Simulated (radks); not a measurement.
The numbers below are computed, except where a source is named.
Correlation energies from several functionals, in hartree. Species: Kr32+ [He] 2s2; La10+ [Kr] 4d10 5s1; Se16+ [Ar]; Pb2+ [Hg]. Level of theory: non-relativistic Kohn-Sham, exchange-only PBE, spin-polarised, spherical densities, point nucleus (a radial shooting solver on a logarithmic mesh with Libxc functionals). Every spin shell is full or empty, so the densities are truly spherical. Functionals are evaluated on that one density, not self-consistently.

functional,Kr32+,La10+,Se16+,Pb2+
PW92,-0.48329,-4.9313,-1.8801,-8.4590
VWN5,-0.48502,-4.9527,-1.8885,-8.4933
PZ,-0.48448,-4.9320,-1.8801,-8.4666
PBEsol,-0.14144,-3.0503,-0.97924,-5.5691
LYP,-0.14169,-2.5295,-0.89043,-4.3957
P86,-0.30565,-3.0727,-1.0378,-5.5915
AM05,-0.42422,-4.6087,-1.7186,-7.9758
OP (B88),-0.16874,-2.4787,-0.88817,-4.3126
TPSS,-0.11407,-2.7003,-0.84407,-4.9762
revTPSS,-0.11722,-2.7241,-0.85568,-5.0168
SCAN,-0.12054,-2.6764,-0.83082,-5.0088
r2SCAN,-0.12101,-2.6901,-0.83928,-5.0247
B95,-0.21069,-3.3998,-1.1304,-6.1930
Tao-Mo,-0.090343,-2.6159,-0.78744,-4.8691
